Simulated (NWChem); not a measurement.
Molecule: C$_{4}$H$_{6}$O; SMILES O1CC(=C)C1

```xyz
11

C      0.0000     0.0000    -1.9298
C      0.0000     0.0000    -0.6036
C      0.0000     1.0420     0.4954
O      0.0000     0.0000     1.5027
C      0.0000    -1.0420     0.4954
H      0.0000    -0.9259    -2.4995
H      0.0000     0.9259    -2.4995
H     -0.8943     1.6783     0.5581
H      0.8943     1.6783     0.5581
H      0.8943    -1.6783     0.5581
H     -0.8943    -1.6783     0.5581
```
Atoms are numbered in this order, from 1.

Program: NWChem. Geometry: optimised at B3LYP/6-31G* (spherical d).

For level B3LYP/def2-SVP:

| Item | Value |
|---|---|
| highest occupied level (eV) | -6.69 |
| orbital gap (eV) | 6.58 |
| dipole (D) | 1.62 |

**Question.** What are these values for level PBE/def2-SVP?

**Answer.** 
| Property | Result |
|---|---|
| highest occupied level (eV) | -5.43 |
| orbital gap (eV) | 4.51 |
| dipole (D) | 1.48 |
